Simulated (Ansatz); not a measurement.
Harmonic frequencies (cm⁻¹) at PBE0-D4/def2-TZVP from Ansatz: 134, 197, 406, 438, 502, 622, 705, 739, 852, 925, 1571, 2087, 2161, 3559, 3660.

Each molecule was computed in one conformer, which needn't be the lowest.

Which molecule is it?
A. `C[O][Ga][F]`•
B. `[NH2][GeH2][S]`•
C. `[CH3][SnH][Br]`•
D. `CO[B]Cl`•

B.
